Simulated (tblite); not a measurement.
Run record: tight-binding relaxation, `CC[SiH2]O[SiH]([SiH3])[SiH3]`.

Computed with GFN2-xTB geometry optimisation, gas phase (tblite 0.8.0). Start geometry: from a force field or distance geometry. A driver script takes a list of jobs; this job's settings line and coordinates (Å) are shown.

Command:
```bash
OMP_NUM_THREADS=1 python probes_run.py task.json out
```

Input:
```
{"job": {"kind": "relax", "xc": "GFN2-xTB", "basis": "xTB"}, "charge": 0, "multiplicity": 1}
C     -3.710500     0.066000    -0.192900
C     -2.522100    -0.860200    -0.123500
Si    -1.025000     0.244200     0.042500
O      0.325600    -0.322300    -0.858000
Si     1.694400     0.411100    -0.099400
Si     1.836400    -0.447900     1.929200
Si     3.546600     0.220900    -1.307600
H     -3.406400     0.890300    -0.888300
H     -3.849900     0.552800     0.797700
H     -4.626000    -0.465900    -0.514000
H     -2.588900    -1.434500     0.847700
H     -2.466800    -1.534400    -0.992600
H     -0.647700     0.365000     1.462000
H     -1.290800     1.614400    -0.473400
H      1.381200     1.853400    -0.002400
H      1.393200    -1.854700     1.955800
H      0.899000     0.300800     2.795200
H      3.161400    -0.331900     2.540800
H      4.035400    -1.144300    -1.428800
H      3.290000     0.783600    -2.641200
H      4.562000     1.110700    -0.694400
```

Problem. Give the output.

Solution. 
```
step      E/eV     max force
  0    -610.56536    2.810
  1    -610.86003    1.686
  2    -610.98840    0.937
  3    -611.04223    0.888
  4    -611.14233    0.554
  5    -611.18488    0.616
  6    -611.28568    0.627
  7    -611.33542    0.499
  8    -611.38115    0.390
  9    -611.41655    0.387
... (126 lines left out)
136    -611.95277    0.021
137    -611.95283    0.015
138    -611.95289    0.017
139    -611.95295    0.017
140    -611.95299    0.013
141    -611.95301    0.011
142    -611.95303    0.011
143    -611.95306    0.011
144    -611.95309    0.011
145    -611.95311    0.010
```

«max force» is the largest atomic force in eV/Å.

Problem. From which step on does the largest force stay under 0.1 eV/Å, and how much energy is left to gain from there?

Solution. From step 65 (0.076 eV/Å), 16.1 meV above the end.

Main results: energy lowered by 32.0 kcal/mol over 145 steps; largest atomic force 0.010 eV/Å at the end.

Problem. Estimate the wall time. Hardware: Arm Neoverse N1, one thread, shared host.

Solution. About 2.8 s.
Labels such as C1 count atoms from 1, the log's own numbers from 0.
